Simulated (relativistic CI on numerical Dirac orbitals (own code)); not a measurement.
**Os³⁺ (5d5) in a crystal field**

Calculated by Dirac-Coulomb-Breit CI, KLI orbitals optimised for each configuration, model QED, one configuration in a parametric crystal field, unscaled Slater integrals (own radial code). With so little scaling, terms lie 10 to 35 % too far apart, which can change the order of excited levels.

Field parameters in Wybourne normalisation: D4h B²₀ = −7Ds, B⁴₀ = 21(Dq − Dt), B⁴₄ = 21√(5/14) Dq. The field is a parameter set, without covalency.

S is read from ⟨S²⟩ = S(S + 1).

Powder χT (cm³ K mol⁻¹) by Van Vleck's formula, with temperature-independent terms:

```tsv
Field	2 K	5 K	10 K	20 K	50 K	100 K	200 K	300 K
D4h, 10Dq = 30150, Ds = -1500, Dt = 840 cm⁻¹	0.551	0.552	0.553	0.556	0.564	0.576	0.602	0.628
D4h, 10Dq = 30150, Ds = 3000, Dt = 840 cm⁻¹	0.562	0.563	0.565	0.568	0.576	0.591	0.621	0.65
D4h, 10Dq = 30150, Ds = 2590, Dt = 840 cm⁻¹	0.538	0.539	0.541	0.544	0.553	0.569	0.6	0.631
D4h, 10Dq = 30150, Ds = 2180, Dt = 840 cm⁻¹	0.517	0.518	0.52	0.523	0.533	0.549	0.582	0.614
D4h, 10Dq = 30150, Ds = 1770, Dt = 840 cm⁻¹	0.505	0.506	0.508	0.511	0.521	0.537	0.57	0.603
D4h, 10Dq = 30150, Ds = 1360, Dt = 840 cm⁻¹	0.502	0.503	0.505	0.508	0.518	0.534	0.567	0.599
D4h, 10Dq = 30150, Ds = 950, Dt = 840 cm⁻¹	0.506	0.507	0.509	0.512	0.521	0.537	0.569	0.601
D4h, 10Dq = 30150, Ds = 550, Dt = 840 cm⁻¹	0.514	0.515	0.516	0.519	0.529	0.544	0.575	0.605
```

Q: For D4h, 10Dq = 30150, Ds = 2590, Dt = 840 cm⁻¹: what effective moment follows at 300 K?

A: μ_eff = √(8χT) = 2.25 μB. The ground level has S = 0.83; the spin-only moment for S = 1/2 is 1.73 μB. The difference comes from the orbital moment, spin-orbit mixing of terms and temperature-independent paramagnetism, all larger in this ionic model than in covalent complexes.
